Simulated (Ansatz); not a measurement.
Start from `[OH][Ti]([F])([Cl])[Cl]` and change one element to get `[F][Ti]([SH])([Cl])[Cl]`.

Ansatz, PBE0-D4/def2-TZVP geometries, multiplicity 1. Each molecule was computed in one conformer, which needn't be the lowest.

Scalar relativity is left out up to krypton.

| property | `[OH][Ti]([F])([Cl])[Cl]` |
| --- | --- |
| LUMO energy (PBE0/def2-TZVPP) / eV | -3.03 |
| HOMO energy (PBE0/def2-TZVPP) / eV | -9.34 |
| LUMO energy (B3LYP/def2-TZVPP) / eV | -3.29 |
| HOMO energy (ωB97M-V/def2-TZVPP) / eV | -11.53 |
| HOMO–LUMO gap (PBE/def2-TZVPP) / eV | 4.03 |
| HOMO energy (B3LYP/def2-TZVPP) / eV | -9.06 |

(1) Give the same properties after the change, and the shifts. (Estimate.)

Answers

(1) Computed: 
```csv
property,`[F][Ti]([SH])([Cl])[Cl]`,shift
LUMO energy (PBE0/def2-TZVPP) / eV,-3.48,-0.45
HOMO energy (PBE0/def2-TZVPP) / eV,-8.36,0.98
LUMO energy (B3LYP/def2-TZVPP) / eV,-3.71,-0.42
HOMO energy (ωB97M-V/def2-TZVPP) / eV,-10.47,1.06
HOMO–LUMO gap (PBE/def2-TZVPP) / eV,2.78,-1.25
HOMO energy (B3LYP/def2-TZVPP) / eV,-8.11,0.95
```

With PBE0 the HOMO rises by 0.98 eV and the LUMO falls by 0.45 eV, so the gap narrows by about 1.43 eV. PBE moves the HOMO by 0.78 eV and ωB97M-V by 1.06 eV.

B3LYP here is the variant with VWN-RPA as its local correlation; programs differ in this.
